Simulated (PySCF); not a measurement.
BF3: computed shieldings and shifts

BF3, point group D3h.

Geometry:
```csv
atom,x (Å),y (Å),z (Å)
B1,0.000,0.000,0.001
F2,1.310,-0.036,0.016
F3,-0.623,1.153,-0.022
F4,-0.687,-1.117,0.005
```

GIAO calculations in PySCF 2.14 on the PBE0-D3(BJ)/def2-SVP structure: isolated species, non-relativistic, equivalent atoms averaged; basis pcSseg-1.

(1) Give the isotropic shieldings (ppm) with B3LYP, PBE0.

(2) And the chemical shifts, against references computed in the same way?

(3) Which part of the shielding of F2/F3/F4 depends on the functional?

(4) What couplings does B3LYP/pcJ-1 give?

Answers

(1) 
```
             atoms           environment  B3LYP   PBE0
          F2/F3/F4  fluorine bonded to B  298.1  300.4
                B1   boron bonded to 3 F   86.6   89.1
HOMO–LUMO gap (eV)                     –  12.26  12.96
```

(2) 
```tsv
atoms	nucleus, reference	B3LYP	PBE0
F2/F3/F4	¹⁹F, CFCl3	-126.2	-123.2
B1	¹¹B, BF3·OEt2	11.3	11.7
```

(3) Diamagnetic: B3LYP 468, PBE0 467 ppm; paramagnetic: B3LYP -170, PBE0 -167 ppm.

(4) ¹J(B1,F2) = -60.7, ²J(F2,F3) = -182.9 Hz (averaged over equivalent pairs; isotopes ¹¹B, ¹⁹F).

Unscaled 19F shifts against computed CFCl3 carry errors that often reach 10 to 50 ppm.
